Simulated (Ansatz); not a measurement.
Isolated molecules relaxed with PBE0-D4/def2-TZVP in Ansatz; ΔE leaves out vibrations. CBS: MP2 limit from def2 TZ/QZ plus the TZ coupled-cluster correction, frozen cores. This one scheme is used for every species. DFT in def2-TZVPP. For Ge outer-core shells are correlated without core-valence functions, which leaves a few kJ/mol of doubt a bond. Scalar relativity is left out up to krypton. One conformer a species, not always the lowest.

Consider the cleavage of the Ge–B bond: `C[B]([AlH2])[GeH3]` + `C[SiH2]O` → `C[SiH2][O][GeH3]` + `C[BH][AlH2]`.

`C[B]([AlH2])[GeH3]`:

Z-matrix (Å, degrees):
```
C
B 1 1.558
H 1 1.092 2 116.6
H 1 1.094 2 116.1 3 131.8
H 1 1.107 2 101.7 3 -114.5
Al 2 2.118 1 127.8 3 26.0
Ge 2 2.079 1 116.3 3 -157.0
H 6 1.594 2 121.3 1 -99.4
H 6 1.595 2 120.8 1 85.0
H 7 1.544 2 113.4 1 -27.1
H 7 1.546 2 107.3 1 90.9
H 7 1.543 2 114.7 1 -151.3
```

`C[SiH2]O`:

Cartesian coordinates in Å:
```
C -0.465 -0.765 -0.758
Si 0.532 0.147 0.525
O 0.334 1.785 0.436
H -0.270 -1.840 -0.694
H -0.204 -0.432 -1.765
H -1.538 -0.613 -0.614
H 1.983 -0.075 0.314
H 0.148 -0.351 1.878
H -0.520 2.144 0.678
```

`C[SiH2][O][GeH3]`:

Cartesian coordinates in Å:
```
C 0.387 -1.630 1.498
Si -0.092 0.045 0.853
O 0.059 0.047 -0.779
Ge -0.221 1.266 -2.037
H -0.258 -2.406 1.080
H 0.295 -1.659 2.587
H 1.421 -1.866 1.236
H 0.782 1.100 1.446
H -1.499 0.366 1.234
H 0.121 0.576 -3.362
H 0.703 2.467 -1.771
H -1.698 1.693 -1.986
```

`C[BH][AlH2]`:

Z-matrix (Å, degrees):
```
C
B 1 1.558
H 1 1.094 2 114.3
H 1 1.091 2 117.4 3 130.8
H 1 1.106 2 102.6 3 -113.0
Al 2 2.128 1 127.0 3 -149.9
H 2 1.207 1 115.2 3 34.1
H 6 1.597 2 121.8 1 -85.9
H 6 1.596 2 121.4 1 95.4
```

CCSD(T)/CBS gives -31.8 kJ/mol.

Task: Another level gave -39.7 kJ/mol. Which?
A. CCSD/def2-TZVPP
B. PBE/def2-TZVPP
C. HF/def2-TZVPP
D. r2SCAN-D4/def2-TZVPP

Result: A. CCSD/def2-TZVPP -39.7, PBE -18.9, r2SCAN-D4 -29.6, HF/def2-TZVPP -66.3 kJ/mol.

Largest T1 diagnostic among the species: 0.012.

From PBE to PBE0 (25 % exact exchange), in def2-TZVPP and without D4, ΔE moves by −6.1 kJ/mol. In def2-TZVPP, CCSD(T) changes the Hartree–Fock value by +29.7 kJ/mol (the triples alone add +3.2 kJ/mol) and MP2 by +27.4 kJ/mol.
